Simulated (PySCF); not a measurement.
**Highest orbital energy against ionisation energy along the 5p block**

Calculated with PySCF 2.14, no spin-orbit coupling. Each cell gives −ε(HOMO) / ΔSCF in eV; NIST values include spin-orbit coupling, (s) semi-empirical, (t) theoretical.

```tsv
species	UHF	LDA	PBE	PBE0	r2SCAN	NIST (lowest levels)
In⁺ (aug-cc-pV5Z-PP with ECP28MDF, ECP)	17.281 / 17.008	15.373 / 19.496	14.988 / 19.054	15.781 / 18.719	15.206 / 18.809	18.870
Sn⁺ (aug-cc-pV5Z-PP with ECP28MDF, ECP)	14.052 / 13.758	10.697 / 14.409	10.636 / 14.230	11.640 / 14.268	10.972 / 14.397	14.633
Te⁺ (aug-cc-pV5Z-PP with ECP28MDF, ECP)	18.836 / 18.351	14.594 / 18.931	14.536 / 18.754	15.799 / 18.857	14.997 / 19.012	18.6 ± 0.4
I⁺ (aug-cc-pV5Z-PP with ECP28MDF, ECP)	18.380 / 17.664	14.696 / 19.025	14.539 / 18.714	15.747 / 18.730	14.840 / 18.747	19.131
Xe⁺ (aug-cc-pV5Z-PP with ECP28MDF, ECP)	20.873 / 20.066	16.740 / 21.366	16.582 / 21.050	17.917 / 21.099	16.935 / 21.116	20.975 (s)
```

**Question.** How far is −ε(HOMO) from ΔSCF on average for each method, and why?

**Answer.** UHF 0.51 eV; LDA -4.23 eV; PBE -4.10 eV; PBE0 -2.96 eV; r2SCAN -3.83 eV. Hartree-Fock orbital energies lack relaxation and so exceed the ΔSCF value; semilocal functionals have convex E(N) from self-interaction, so their HOMO lies far too high; exact exchange moves hybrids part of the way back.
